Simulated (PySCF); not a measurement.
## Core-level binding energies of `CB(F)F`

Compound: CH₃BF₂.
SMILES with atom numbers: `[CH3:1][B:2]([F:3])[F:4]`

Cartesian coordinates in Å at the PBE0-D3(BJ)/def2-SVP level; atoms count from 1:
```xyz
7
CH3BF2 angstrom
C     -0.4150    0.0359    0.5758
B      0.5194   -0.0075   -0.6700
F      0.9064    1.0793   -1.3166
F      0.9678   -1.1562   -1.1500
H     -0.6398    1.0569    0.9097
H      0.0343   -0.5285    1.4082
H     -1.3634   -0.4739    0.3379
```

Level of theory: delta-SCF UKS SCAN, pcX-2 on the ionised atom, pcseg-1 elsewhere, spin-free X2C (PySCF 2.14.0). Each binding energy is the total energy of the core-ionised species, with the hole localised on one atom, minus that of the ground state; both are solved self-consistently, so orbital relaxation is included.

**Question.** List the computed XPS lines with their assignment.

**Answer.** 
```
atom(s)                environment  level  binding energy (eV)  count
     B2     three-coordinate boron   B 1s               199.77      1
     C1  sp3 carbon bound to boron   C 1s               291.06      1
  F3/F4       boron-bound fluorine   F 1s               693.60      2
```

**Question.** Which photon energy gives electrons from C 1s of C1 a kinetic energy of 100 eV, and what is their de Broglie wavelength?

**Answer.** hν = 291.06 + 100 = 391.06 eV, recoil neglected; λ = 12.264 Å/√(E/eV) = 1.23 Å.

**Question.** Express the binding energy of C 1s of C1 in atomic units and per mole.

**Answer.** 291.06 eV = 10.6963 Eh = 28083 kJ/mol.

One atom of each set of topologically equivalent atoms was ionised and stands for the set; in this conformer not all members are related by symmetry, and their own values weren't computed. Isolated species at its PBE0-D3(BJ)/def2-SVP geometry, gas phase.
